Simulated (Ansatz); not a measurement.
Consider the formal exchange of groups at a C–In bond: `[InH2][CH]1C[SiH2]1` + `[AlH3]` → `[AlH2][CH]1C[SiH2]1` + `[InH3]`.

Calculated with Ansatz (gas phase, PBE0-D4/def2-TZVP geometries, no zero-point term in ΔE). CBS: MP2 limit from def2 TZ/QZ plus the TZ coupled-cluster correction, frozen cores. This one scheme is used for every species. DFT in def2-TZVPP. def2 core potentials past Kr. For In outer-core shells are correlated without core-valence functions, which leaves a few kJ/mol of doubt a bond.

```json
{"level": "r2SCAN-D4", "ΔE (kJ/mol)": "-37.6", "difference from CCSD(T)/CBS": "-14.7"}
{"level": "PBE0-D4", "ΔE (kJ/mol)": "-35.5", "difference from CCSD(T)/CBS": "-12.6"}
{"level": "ωB97X-V", "ΔE (kJ/mol)": "-31.4", "difference from CCSD(T)/CBS": "-8.5"}
{"level": "ωB97M-V", "ΔE (kJ/mol)": "-34.1", "difference from CCSD(T)/CBS": "-11.2"}
{"level": "PBE", "ΔE (kJ/mol)": "-35.7", "difference from CCSD(T)/CBS": "-12.8"}
{"level": "r2SCAN", "ΔE (kJ/mol)": "-37.7", "difference from CCSD(T)/CBS": "-14.8"}
{"level": "HF/def2-TZVPP", "ΔE (kJ/mol)": "-31.9", "difference from CCSD(T)/CBS": "-9.0"}
{"level": "CCSD/def2-TZVPP", "ΔE (kJ/mol)": "-26.4", "difference from CCSD(T)/CBS": "-3.5"}
{"level": "CCSD(T)/def2-TZVPP", "ΔE (kJ/mol)": "-25.9", "difference from CCSD(T)/CBS": "-3.0"}
{"level": "MP2/def2-QZVPP", "ΔE (kJ/mol)": "-18.6", "difference from CCSD(T)/CBS": "4.3"}
{"level": "CCSD(T)/CBS", "ΔE (kJ/mol)": "-22.9", "difference from CCSD(T)/CBS": "0"}
```

Largest T1 diagnostic among the species: 0.014.

In def2-TZVPP, CCSD(T) changes the Hartree–Fock value by +6.0 kJ/mol (the triples alone add +0.5 kJ/mol) and MP2 by +11.5 kJ/mol.
